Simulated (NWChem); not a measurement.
Program: NWChem. System: C3H3, charge 0, spin multiplicity 2, at a geometry optimised with UB3LYP/def2-SVP. The structure started from a generated list of species. Its SCF solution wasn't tested for a lower state. Level: ROCCSD(T)/cc-pVDZ, 3 core orbitals frozen.

Output (cleaned and shortened):

```
             Northwest Computational Chemistry Package (NWChem) 7.3.0
             --------------------------------------------------------

                                NWChem Input Module
                                -------------------

 Scaling coordinates for geometry "geometry" by  1.889725989
 (inverse scale =  0.529177249)

 Turning off AUTOSYM since
 SYMMETRY directive was detected!

                             Geometry "geometry" -> ""
                             -------------------------

 Output coordinates in angstroms (scale by  1.889725989 to convert to a.u.)

  No.       Tag          Charge          X              Y              Z
 ---- ---------------- ---------- -------------- -------------- --------------
    1 C                    6.0000     0.00000000     0.00000000     1.25820600
    2 C                    6.0000     0.00000000     0.00000000    -0.11427300
    3 C                    6.0000     0.00000000     0.00000000    -1.34694000
    4 H                    1.0000     0.93901400     0.00000000     1.81924200
    5 H                    1.0000    -0.93901400     0.00000000     1.81924200
    6 H                    1.0000     0.00000000     0.00000000    -2.42044300

 Effective nuclear repulsion energy (a.u.)      53.0529100998

            Nuclear Dipole moment (a.u.)
            ----------------------------
        X                 Y               Z
 ---------------- ---------------- ----------------
     0.0000000000     0.0000000000    -0.0000018897

      Symmetry information
      --------------------

 Group name             C2v
 Group number             16
 Group order               4
 No. of unique centers     5

      Symmetry unique atoms

     1    2    3    4    6


 Summary of "ao basis" -> "" (spherical)
 ------------------------------------------------------------------------------
       Tag                 Description            Shells   Functions and Types
 ---------------- ------------------------------  ------  ---------------------
 *                          cc-pvdz                   on all atoms

 Summary of "ao basis" -> "ao basis" (spherical)
 ------------------------------------------------------------------------------
       Tag                 Description            Shells   Functions and Types
 ---------------- ------------------------------  ------  ---------------------
 C                          cc-pvdz                  6       14   3s2p1d
 H                          cc-pvdz                  3        5   2s1p

                                 NWChem SCF Module
                                 -----------------

  ao basis        = "ao basis"
  functions       =    57
  atoms           =     6
  closed shells   =    10
  open shells     =     1
  charge          =   0.00
  wavefunction    = ROHF
  use symmetry    = T
  symmetry adapt  = T

 Summary of "ao basis" -> "ao basis" (spherical)
 ------------------------------------------------------------------------------
       Tag                 Description            Shells   Functions and Types
 ---------------- ------------------------------  ------  ---------------------
 C                          cc-pvdz                  6       14   3s2p1d
 H                          cc-pvdz                  3        5   2s1p

      Symmetry analysis of basis
      --------------------------

        a1         28
        a2          4
        b1         14
        b2         11

 Forming initial guess at       0.0s

      Symmetry analysis of molecular orbitals - initial
      -------------------------------------------------

  Numbering of irreducible representations:

     1 a1          2 a2          3 b1          4 b2

  Orbital symmetries:

     1 a1          2 a1          3 a1          4 a1          5 a1
     6 a1          7 a1          8 b1          9 b2         10 b1
    11 b2         12 b1         13 a1         14 b2         15 a1
    16 b1         17 a1         18 a1         19 a1         20 b2
    21 b1

 Starting SCF solution at       0.0s

 ----------------------------------------------
         Quadratically convergent ROHF

 Convergence threshold     :          1.000E-07
 Maximum no. of iterations :          100
[...]
    23     -1.767470  2 C  pz                31     -0.904274  3 C  s
    44     -0.897430  4 H  s                 49     -0.897430  5 H  s
    30      0.152721  3 C  s

 Vector   14  Occ=0.000000D+00  E= 2.086465D-01  Symmetry=a1
              MO Center=  7.9D-16, -1.5D-16, -4.6D-01, r^2= 9.7D+00
   Bfn.  Coefficient  Atom+Function         Bfn.  Coefficient  Atom+Function
  ----- ------------  ---------------      ----- ------------  ---------------
    23      2.439750  2 C  pz                37      2.389203  3 C  pz
    54      2.145352  6 H  s                 17     -1.699497  2 C  s
    31      1.487102  3 C  s                  9      1.179499  1 C  pz
    44     -1.112182  4 H  s                 49     -1.112182  5 H  s
    34      0.163989  3 C  pz

 center of mass
 --------------
 x =   0.00000000 y =   0.00000000 z =  -0.05852263

 moments of inertia (a.u.)
 ------------------
         190.918726627023           0.000000000000           0.000000000000
           0.000000000000         197.265557550496           0.000000000000
           0.000000000000           0.000000000000           6.346830923473

  Mulliken analysis of the total density
  --------------------------------------

    Atom       Charge   Shell Charges
 -----------   ------   -------------------------------------------------------
    1 C    6     6.03   2.00  0.66  0.39  1.97  0.96  0.05
    2 C    6     5.89   2.00  0.68  0.43  1.96  0.74  0.08
    3 C    6     6.32   2.00  0.65  0.76  1.92  0.95  0.04
    4 H    1     0.91   0.73  0.14  0.03
    5 H    1     0.91   0.73  0.14  0.03
    6 H    1     0.94   0.72  0.19  0.04

 Mulliken analysis of the open-shell density
 -------------------------------------------

    Atom       Charge   Shell Charges
 -----------   ------   -------------------------------------------------------
    1 C    6     0.80  -0.00 -0.00  0.00  0.45  0.35 -0.00
    2 C    6     0.02  -0.00  0.00  0.00 -0.00 -0.01  0.03
    3 C    6     0.17   0.00 -0.00 -0.00  0.10  0.07  0.00
    4 H    1     0.01   0.00  0.00  0.01
    5 H    1     0.01  -0.00  0.00  0.01
    6 H    1     0.00  -0.00  0.00  0.00

       Multipole analysis of the density wrt the origin
       ------------------------------------------------

     L   x y z        total         open         nuclear
     -   - - -        -----         ----         -------
     0   0 0 0     -0.000000     -1.000000     21.000000

     1   1 0 0      0.000000      0.000000      0.000000
     1   0 1 0      0.000000     -0.000000      0.000000
     1   0 0 1      0.129140     -1.486621     -0.000002

     2   2 0 0    -13.787589     -0.793959      6.297553
     2   1 1 0      0.000000      0.000000      0.000000
     2   1 0 1      0.000000      0.000000      0.000000
     2   0 2 0    -15.120592     -2.284765      0.000000
     2   0 1 1     -0.000000      0.000000      0.000000
     2   0 0 2     -9.117542     -6.817933    117.631413

                   NWChem Extensible Many-Electron Theory Module
                   ---------------------------------------------


            General Information
            -------------------
      Number of processors :     1
         Wavefunction type : Restricted open-shell Hartree-Fock
          No. of electrons :    21
           Alpha electrons :    11
            Beta electrons :    10
           No. of orbitals :   114
            Alpha orbitals :    57
             Beta orbitals :    57
        Alpha frozen cores :     3
         Beta frozen cores :     3
     Alpha frozen virtuals :     0
      Beta frozen virtuals :     0
         Spin multiplicity : doublet
    Number of AO functions :    57
       Number of AO shells :    27
        Use of symmetry is : on
      Symmetry adaption is : on
         Schwarz screening : 0.10D-09

          Correlation Information
          -----------------------
          Calculation type : Coupled-cluster singles & doubles w/ perturbation
   Perturbative correction : (T)
            Max iterations :      100
        Residual threshold : 0.10D-05
     T(0) DIIS level shift : 0.00D+00
     L(0) DIIS level shift : 0.00D+00
     T(1) DIIS level shift : 0.00D+00
     L(1) DIIS level shift : 0.00D+00
     T(R) DIIS level shift : 0.00D+00
     T(I) DIIS level shift : 0.00D+00
   CC-T/L Amplitude update :  5-th order DIIS
                I/O scheme : Global Array Library
        L-threshold :  0.10D-05
        EOM-threshold :  0.10D-05
 no EOMCCSD initial starts read in
 TCE RESTART OPTIONS
 SLICE:      F
 D4D5:       F
 quantumc:   F
 qrotation:  F
 pwtce:      F
 qducc:      F
 nacto:                         0
 nrotv:                         0
 nrot:                          0

            Memory Information
            ------------------
          Available GA space size is     249030302 doubles
          Available MA space size is     104853612 doubles

 Maximum block size supplied by input
 Maximum block size        24 doubles

 tile_dim =     21

 -------------------------------------------------

 Global array virtual files algorithm will be used

 Parallel file system coherency ......... OK

 4-electron integrals stored in orbital form

 v2    file size   =           689418
 4-index algorithm nr.  13 is used
 imaxsize =       30
 imaxsize ichop =        0


CCSD iterations
 ---------------------------------------------------------
 Iter          Residuum       Correlation     Cpu    Wall
 ---------------------------------------------------------
    1   0.1667914315602  -0.3830477692679     0.2     0.2
    2   0.0482153436875  -0.3914715425832     0.2     0.2
    3   0.0221921019752  -0.4022054161602     0.2     0.2
    4   0.0116626177254  -0.4036142823328     0.2     0.2
    5   0.0068968468463  -0.4051245549958     0.2     0.2
    6   0.0029528931821  -0.4060875313635     0.2     0.2
    7   0.0024845217994  -0.4063357964000     0.2     0.2
    8   0.0012000294915  -0.4063900894727     0.2     0.2
    9   0.0011523245012  -0.4063977123132     0.2     0.2
   10   0.0006126945126  -0.4064512714232     0.2     0.2
   11   0.0001473727708  -0.4064996895017     0.2     0.2
   12   0.0000875634200  -0.4065159315786     0.2     0.2
   13   0.0000488600115  -0.4065205081954     0.2     0.2
   14   0.0000429966401  -0.4065203565922     0.2     0.2
   15   0.0000259341082  -0.4065224661262     0.2     0.2
   16   0.0000066312224  -0.4065225822400     0.2     0.2
   17   0.0000045898676  -0.4065224636025     0.2     0.2
   18   0.0000023040649  -0.4065226997383     0.2     0.2
   19   0.0000021517656  -0.4065226048128     0.2     0.2
   20   0.0000011121061  -0.4065227264842     0.2     0.2
   21   0.0000004356378  -0.4065227480131     0.2     0.2
 -----------------------------------------------------------------
 Iterations converged
 CCSD correlation energy / hartree =        -0.406522748013092
 CCSD total energy / hartree       =      -115.649178057038341

 Singles contributions
    11b2  (beta ) ---     9b2  (beta )        0.1051942932

 Doubles contributions
 CCSD(T)
 Using plain CCSD(T) code
             total no. of tasks          927
 total no. of tasks / no. procs          927
                         wl_min            1           1.0
                         wl_max       592704           9.2
        thresh for no. of tasks          927

 CCSD[T]  correction energy / hartree =        -0.017215421788215
 CCSD[T] correlation energy / hartree =        -0.423738169801307
 CCSD[T] total energy / hartree       =      -115.666393478826549
 CCSD(T)  correction energy / hartree =        -0.016594487368543
 CCSD(T) correlation energy / hartree =        -0.423117235381635
 CCSD(T) total energy / hartree       =      -115.665772544406877

 Task  times  cpu:        6.7s     wall:        6.7s

 Total times  cpu:        6.7s     wall:        6.7s
```

### Question
Write an NWChem input that would produce this output.

### Answer
One answer among several that fit: 
```
start mol
memory heap 100 mb stack 700 mb global 1900 mb
geometry units angstroms nocenter noautoz
  C      0.000000     0.000000     1.258206
  C      0.000000     0.000000    -0.114273
  C      0.000000     0.000000    -1.346940
  H      0.939014     0.000000     1.819242
  H     -0.939014     0.000000     1.819242
  H      0.000000     0.000000    -2.420443
  symmetry group C2v
end
basis spherical
  * library cc-pvdz
end
scf
  rohf
  nopen 1
  maxiter 100
  thresh 1e-7
  semidirect memsize 60000000 filesize 0
  # guess.movecs holds the orbitals of an unrestricted PBE0 run
  vectors input guess.movecs output mol.movecs
end
tce
  freeze core 3
  ccsd(t)
  2eorb
  2emet 13
  thresh 1e-6
  maxiter 100
  tilesize 24
end
task tce energy
```
